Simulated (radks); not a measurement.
Numerical settings for the lithium ion Li2+, 1s1. Method: scalar-relativistic Kohn-Sham, PBE, spin-polarised, spherical densities, finite nucleus; open shells are filled with parallel spins first; Fermi nuclear charge, rms radius 2.444 fm; computed with a radial shooting solver on a logarithmic mesh with Libxc functionals. The defaults (mesh step 0.008 in ln r, mesh end at 40 bohr or more with all orbitals vanishing there, Anderson mixing 0.5 over 9 steps, residual threshold near 1e-9 with the energy settled to 1e-9 hartree or 1e-11 of itself, here a cap of 73 iterations) give E = -4.4878 hartree and 1s at -103.69 eV in 11 iterations. Run on one thread of a shared host, so times are rough (Arm Neoverse V2): 0.02 s of CPU time, 0.02 s wall, 11 iterations on 2189 mesh points. One setting is changed at a time: mesh step in ln r 0.12; mesh step in ln r 0.08; mesh step in ln r 0.2; mesh end (bohr) 3; mesh end (bohr) 2; residual threshold 1e-16; residual threshold 1e-13; mixing 0.01; linear mixing, mixing 1; linear mixing, mixing 0.5; mixing history 2; iteration cap 2. Which runs fail to converge, and which converge to a wrong energy?

Answer. Not converged within the cap: mesh step in ln r 0.12; mesh step in ln r 0.2; residual threshold 1e-16; residual threshold 1e-13; iteration cap 2. Settings that end as converged yet miss the energy by more than 1 mhartree: mesh end (bohr) 2 (+0.00786 hartree).
